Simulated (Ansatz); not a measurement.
Compare A (`OC(O)(F)[SiH3]`) with its isomer B (`OCO[SiH2]F`).

Isolated molecules relaxed with PBE0-D4/def2-TZVP in Ansatz; ΔE leaves out vibrations. CCSD(T)/CBS adds triple-zeta CCSD(T) − MP2 to the extrapolated MP2 energy (def2 sets, frozen cores). Functionals use def2-TZVPP. B3LYP here is the variant with VWN-RPA as its local correlation; programs differ in this. One conformer a species, not always the lowest.

(1) Which is lower in electronic energy at CCSD(T)/CBS, and by how much? (Best estimate.)

(2) Give E(B) − E(A) in kcal/mol with CCSD/def2-TZVPP, B3LYP-D4, PBE-D4, MP2/def2-TZVPP, B3LYP, HF/def2-TZVPP, ωB97M-V. (Best estimate.)

Largest T1 diagnostic: 0.013.

## Answers

(1) Computed: B, by 70.9 kcal/mol.

(2) Computed: CCSD/def2-TZVPP -71.1, B3LYP-D4 -69.0, PBE-D4 -62.5, MP2/def2-TZVPP -73.0, B3LYP -69.2, HF/def2-TZVPP -75.1, ωB97M-V -67.9. None reverses the order clearly.

From PBE to PBE0 (25 % exact exchange), in def2-TZVPP and without D4, E(B) − E(A) moves by −2.9 kcal/mol. In def2-TZVPP, CCSD(T) changes the Hartree–Fock value by +5.2 kcal/mol (the triples alone add +1.2 kcal/mol) and MP2 by +2.1 kcal/mol.
